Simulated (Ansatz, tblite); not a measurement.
Adding an electron: [Al(H2O)6]3+ (AlO6H12³⁺). Total charge 3; singlet. Geometry: B3LYP-D4/def2-SVP. Ansatz, gas phase; energy differences of separate SCF runs; the reduced species was run as a doublet alone.

Cartesian coordinates in Å:
```
Al 0.001 0.000 0.000
O -0.026 -0.155 -1.926
H 0.495 0.375 -2.565
H -0.566 -0.779 -2.454
O 0.021 0.145 1.926
H -0.500 -0.395 2.557
H 0.553 0.769 2.464
O -1.423 1.305 -0.083
H -1.857 1.646 -0.892
H -1.850 1.754 0.676
O 1.430 -1.298 0.084
H 1.848 -1.759 -0.673
H 1.880 -1.621 0.893
O 1.303 1.422 -0.128
H 1.118 2.382 -0.193
H 2.279 1.324 -0.140
O -1.305 -1.419 0.126
H -1.122 -2.379 0.201
H -2.280 -1.318 0.129
```

The xTB rows come from tblite.

Task: Estimate orbital energies and vertical electron affinities at: GFN1-xTB; GFN2-xTB; PBE-D4/def2-TZVP; PBE0-D4/def2-TZVP; ωB97M-V/def2-TZVP.

Result: 
```json
{"level": "GFN1-xTB", "−HOMO (eV)": "27.96", "−LUMO (eV)": "19.91", "vertical EA (eV)": "17.07", "HOMO–LUMO gap (eV)": "8.06"}
{"level": "GFN2-xTB", "−HOMO (eV)": "26.16", "−LUMO (eV)": "17.55", "vertical EA (eV)": "14.72", "HOMO–LUMO gap (eV)": "8.61"}
{"level": "PBE-D4/def2-TZVP", "−HOMO (eV)": "22.29", "−LUMO (eV)": "13.97", "vertical EA (eV)": "11.94", "HOMO–LUMO gap (eV)": "8.31"}
{"level": "PBE0-D4/def2-TZVP", "−HOMO (eV)": "24.20", "−LUMO (eV)": "12.96", "vertical EA (eV)": "11.51", "HOMO–LUMO gap (eV)": "11.24"}
{"level": "ωB97M-V/def2-TZVP", "−HOMO (eV)": "26.74", "−LUMO (eV)": "11.31", "vertical EA (eV)": "11.06", "HOMO–LUMO gap (eV)": "15.43"}
```

 Raw xTB energy differences between charge states are shifted by several eV; the methods need an empirical correction for them.
